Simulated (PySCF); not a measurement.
Te(OH)(OMe) (CH₄O₂Te), SMILES CO[Te]O.

Coordinates come from a B3LYP-D3(BJ)/def2-SVP optimisation. The def2 effective core potentials stand for the cores of Te; spin–orbit coupling is left out. The values are those of a single conformer.

These are r2SCAN/def2-TZVP (PySCF) values and carry that method's errors.

Isolated molecule, no solvent.

Problem. Estimate the frontier levels, gap, dipole moment and polarisability. (An estimate is asked for; the answer gives what the named calculation found.)

Solution. 
```json
{
  "highest_occupied_level": "-5.35 eV",
  "lowest_empty_level": "-2.41 eV",
  "orbital_gap": "2.94 eV",
  "dipole_moment": "0.42 D",
  "quadrupole, principal values (traceless, Buckingham form, about the centre of nuclear charge)": "-9.64, 3.18, 6.46 D·Å",
  "mean_static_polarisability": "57.1 bohr³ (8.46 Å³)",
  "polarisability_principal_values": "44.8, 55.3, 71.1 bohr³"
}
```
